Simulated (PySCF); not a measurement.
Molecule: sum formula Si$_{2}$N$_{2}$H$_{9}$, net charge 1, singlet state. It need not be the lowest isomer of its formula. 
Geometry from a B3LYP-D3(BJ)/def2-TZVP (Ansatz) optimisation:
SMILES: N[SiH2][NH2+][SiH3]
```xyz
13

N      2.4803    -0.4210    -0.1372
Si     1.0602     0.2370     0.4634
N     -0.4400    -0.6034    -0.3516
Si    -2.0633     0.3079    -0.1887
H      3.0129    -0.0030    -0.8849
H      2.9777    -1.1767     0.3087
H      0.8411     1.6267     0.0455
H      0.7988    -0.0822     1.8708
H     -0.2270    -0.7466    -1.3417
H     -0.5325    -1.5453     0.0355
H     -2.0708     0.7504     1.2125
H     -1.9409     1.4024    -1.1592
H     -3.0983    -0.6825    -0.5115
```
Charge +1, spin multiplicity 1.

Dispersion corrections to the total energy (kcal/mol) from the dftd3 and dftd4 libraries through PySCF: D3(BJ) without and D4 with the three-body term, each with the damping fitted for the functional named.

| functional | D3(BJ) | D4 |
|---|---|---|
| B2GP-PLYP | -4.89 | (withheld) |
| B3LYP | -11.88 | -8.90 |
| revPBE | -16.45 | -16.50 |
| BHLYP | -9.55 | -6.88 |
| BP86 | -11.07 | (withheld) |
| BLYP | -14.43 | -12.10 |
| PBE | (withheld) | -5.51 |

Problem. Complete the blanks.

Solution. 
- B2GP-PLYP, D4: -2.34
- BP86, D4: -7.43
- PBE, D3(BJ): -6.69
